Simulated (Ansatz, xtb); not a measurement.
Two isomers of C6H9FS

We compare X, `FCCC1=CSCC1`, a singlet, with Y, `FC[C@@H]1CC=CSC1`, a singlet. Both are isolated molecules in the gas phase, relaxed with B3LYP-D3(BJ)/def2-SVP; each stands in its lowest conformer found.

Quicker runs give these differences E(Y) − E(X): GFN2-xTB +1.20 kcal/mol; HF/STO-3G +2.31 kcal/mol (at GFN2-xTB geometries); r2SCAN-D4/def2-SVP −2.43 kcal/mol (at GFN2-xTB geometries).

Estimate which is lower in electronic energy at CCSD(T)/def2-SVP + ΔMP2/def2-TZVPP, and by roughly how much.

Too close to call at this level: CCSD(T)/def2-SVP + ΔMP2/def2-TZVPP gives E(Y) − E(X) = −0.93 kcal/mol.

The same difference at several levels:

| level | geometry | E(Y) − E(X) (kcal/mol) | departure from the last row (kcal/mol) | job, with rough time for the two |
| --- | --- | --- | --- | --- |
| GFN2-xTB | GFN2-xTB | +1.20 | +2.13 | optimisation, 0.22 s |
| HF/STO-3G | GFN2-xTB | +2.31 | +3.23 | single point, 0.56 s |
| r2SCAN-D4/def2-SVP | GFN2-xTB | −2.43 | −1.51 | single point, 5.6 s |
| B3LYP-D3(BJ)/def2-SVP | B3LYP-D3(BJ)/def2-SVP | −2.01 | −1.09 | optimisation, 73 s |
| HF/def2-SVP | B3LYP-D3(BJ)/def2-SVP | −0.56 | +0.36 | part of the CCSD(T) run |
| MP2/def2-SVP | B3LYP-D3(BJ)/def2-SVP | −1.27 | −0.34 | part of the CCSD(T) run |
| CCSD(T)/def2-SVP | B3LYP-D3(BJ)/def2-SVP | −1.49 | −0.56 | single point |
| CCSD(T)/def2-SVP + ΔMP2/def2-TZVPP | B3LYP-D3(BJ)/def2-SVP | −0.93 |  | single point, 2.6 min |

As drawn, both hold the same kinds of bond in the same numbers. Structure X has a 5-membered ring, Y a 6-membered ring.

The largest departure from CCSD(T)/def2-SVP + ΔMP2/def2-TZVPP is that of HF/STO-3G, 3.23 kcal/mol. The last row adds to CCSD(T) the change of the MP2 difference between the two basis sets, here +0.56 kcal/mol.

With thermal terms from frequencies at re-optimised GFN2-xTB minima (ideal gas, soft modes damped towards free rotors, one conformer each, 298.15 K, 1 atm): the zero-point term adds +0.30 kcal/mol; ΔH is −0.95 and ΔG +0.04 kcal/mol.

The correlated steps freeze 12 core orbitals. Mirror images aren't counted in ΔG. Codes used: Ansatz 0.2.0, xtb 6.7.1; the last row on 4 threads of Arm Neoverse V1 on a shared host.
